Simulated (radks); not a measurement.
Q: Species: Mg3+. Configuration: [He] 2p(up 2.5, down 2.5) 2s(up 1, down 1) (fractional occupations, a model configuration). Method: non-relativistic Kohn-Sham, PBEsol, spin-polarised, spherical densities, point nucleus; computed with a radial shooting solver on a logarithmic mesh with Libxc functionals. Some entries of the table are withheld. Estimate them.

orbital  occ.  eigenvalue (hartree)  <r> (bohr)
1s          2                   (1)         (2)
2s          2                   (3)      0.6739
2p          5                   (4)         (5)

A: 
(1) 1s eigenvalue (hartree): -48.19898
(2) 1s <r> (bohr): 0.1311
(3) 2s eigenvalue (hartree): -4.71613
(4) 2p eigenvalue (hartree): -3.52977
(5) 2p <r> (bohr): 0.6421
